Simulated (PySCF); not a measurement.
Cartesian coordinates (Å):
```xyz
9

Hf    -0.1064    -0.1429     0.1182
O     -1.0903    -0.6343    -1.4830
H     -1.5814    -0.8738    -2.2771
O     -0.7115    -1.2296     1.6095
H     -0.9866    -1.7785     2.3527
O      1.7908    -0.4422    -0.1700
H      2.7339    -0.5810    -0.3134
O     -0.4148     1.7322     0.5200
H     -0.5685     2.6594     0.7341
```
Charge 0, spin multiplicity 1.

### Question
Give the charge on the central atom (Mulliken), LUMO, HOMO, dipole moment and HOMO–LUMO gap at the level PySCF with TPSSh-D3(BJ)/def2-TZVP // BP86-D3(BJ)/def2-SVP.

### Answer

```json
{
  "charge on the central atom (Mulliken)": "1.64 e",
  "LUMO": "-0.13 eV",
  "HOMO": "-7.46 eV",
  "dipole_moment": "0.05 D",
  "HOMO–LUMO gap": "7.32 eV"
}
```
